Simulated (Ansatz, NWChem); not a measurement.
# Exact exchange and the electronic atomisation energy of IF (iodine monofluoride)

IF has 2 atoms, charge 0, and is taken as a singlet. As SMILES, `FI`. The bond length is the measured one.

The electronic atomisation energy y, in eV, basis def2-TZVP with a core potential; a is the functional's share of exact exchange. Programs: Ansatz 0.2.0, NWChem 7.3.0.

| functional | program | a | y (eV) |
| --- | --- | --- | --- |
| r2SCAN | Ansatz | 0 | 2.94 |
| PBE | Ansatz | 0 | 3.33 |
| TPSSh | NWChem | 0.1 | 2.98 |
| B3LYP | Ansatz | 0.2 | ? |
| PBE0 | Ansatz | 0.25 | 2.86 |
| r2SCAN0 | Ansatz | 0.25 | 2.56 |
| BHLYP | Ansatz | 0.5 | 2.37 |

**Question.** Fit y = c + s·a to the known rows and predict B3LYP.

**Answer.** 
1. Means of the 6 rows: a = 0.1833, y = 2.840.
2. Σ(Δa)² = 0.18333, Σ(Δa·Δy) = -0.286, so the slope is -0.286/0.18333 = -1.56.
3. Intercept: 2.840 − (-1.56) × 0.1833 = 3.126. The largest residual of the fit is 0.20.
4. B3LYP: 3.126 + (-1.56) × 0.2 = 2.81 eV.

The run gave 2.91 eV, so the prediction is off by -0.10 eV, within the scatter of the fit. The rows mix families of semi-local functionals, which the line can't see. Spin-orbit coupling is left out.
